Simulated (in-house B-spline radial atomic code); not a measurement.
Results of a calculation; reference values are marked as such.
## P ion on Hf atom: potential, deflection and energy transfer

The pair potential comes from two frozen, spherical free-atom densities (PBE, B-spline radial code, scalar-relativistic past argon): electrostatics plus the change in Thomas-Fermi kinetic and Dirac exchange energy where they overlap, the recipe behind the universal ZBL potential, which averages such potentials (from solid-state densities) over many pairs. It is written V = (Z1 Z2 e²/r) φ(r/a), with e² = 14.3996 eV·Å and a = 0.46850 Å/(Z1^0.23 + Z2^0.23); ZBL's fit is φ = 0.18175 e^(−3.1998x) + 0.50986 e^(−0.94229x) + 0.28022 e^(−0.4029x) + 0.02817 e^(−0.20162x). Where φ falls below 4e-4 it is continued as an exponential.

Masses 30.97 and 178.49 u.

```csv
x = r/a,"φ, this pair","φ, ZBL"
0.1,0.8811,0.8928
0.5,0.6029,0.6096
1.5,0.2957,0.2995
3,0.1265,0.1292
5,0.05059,0.05224
8,0.01657,0.01705
12,0.005203,0.00474
17,0.001393,0.001212
```

At x = 0.5 the electrostatic, kinetic and exchange parts are 152199.0, 30155.39 and -695.98 eV. Find r, V and φ.

a = 0.46850/(1.8642 + 2.6742) = 0.10323 Å, so r = 0.05162 Å. V = 152199.0 + 30155.39 + (-695.98) = 181658.41 eV. The bare repulsion is 15 × 72 × 14.3996/0.05162 = 301300 eV, so φ = 0.6029, -1.1 % against ZBL's 0.6096. The kinetic (Pauli) term is 17 % of V here.

The ion comes in at 176.8 keV with impact parameter 0.0516 Å. The scattering integral gives a centre-of-mass angle of 62.62° and a closest approach of 0.7932 a. What are the reduced energy, the energy passed on and the laboratory angles?

ε = E a M2/(Z1 Z2 e² (M1 + M2)) = 176800 × 5.6565e-06 = 1. The most that one collision can pass on is γE with γ = 4 M1 M2/(M1 + M2)² = 0.5040. Here T = γE sin²(θ/2) = 0.5040 × 176800 × 0.2701 = 24060 eV. The ion turns by arctan(sin θ/(cos θ + M1/M2)) = 54.5°, and the struck atom leaves at (180° − θ)/2 = 58.7°. The closest approach is 0.082 Å. With ZBL the angle would be 63.04° and T = 24350 eV.
